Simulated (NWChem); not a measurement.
System: C2H3F3Si; SMILES FC(F)=C(F)[SiH3]

Program: NWChem. Pople sets run with spherical d functions. Coordinates come from a PBE0/def2-SVP optimisation. LC-ωPBE (HJS hole) with 6-31G*; x = 1 − exp(−ω/0.25 bohr⁻¹) is a scale chosen for this fit.

```
row           x  −ε(HOMO) (eV)
--------  -----  -------------
ω = 0.05  0.181           6.40
ω = 0.10  0.330           7.12
ω = 0.15  0.451       withheld
ω = 0.20  0.551           8.29
ω = 0.80  0.959          10.96
```

Problem. Fit a straight line of the last column on the one before it, predict the withheld value, and compare with the run.

Solution. 
1. Means of the 4 shown rows: x = 0.5052, y = 8.192. Slope Σ(x − x̄)(y − ȳ)/Σ(x − x̄)² = 2.029/0.3438 = 5.902; intercept 5.211.
2. The shown rows scatter about the line by 0.116 (root mean square); the largest residual is -0.17, at ω = 0.20.
3. At x = 0.451 (ω = 0.15; inside the shown range) the line gives 7.87.
4. The run gives 7.75, -0.12 from the line, 1.0 times the scatter.
